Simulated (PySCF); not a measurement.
A structure optimised at PBE0-D3(BJ)/def2-SVP, used in a PySCF frequency run:

```
In
F 1 1.9650
O 1 1.9850 2 113.06
H 3 0.9650 1 110.45 2 -1.48
N 1 2.0151 2 118.48 4 174.25
H 5 1.0174 1 114.60 2 155.12
H 5 1.0176 6 108.75 1 128.60
```
Charge 0, spin multiplicity 1.

Q: Write its SMILES and formula.

A: [NH2][In]([OH])[F], FH3InNO

Q: What are its rotational constants (standard atomic weights)?

A: 5.1603, 4.3923, 2.3810 GHz
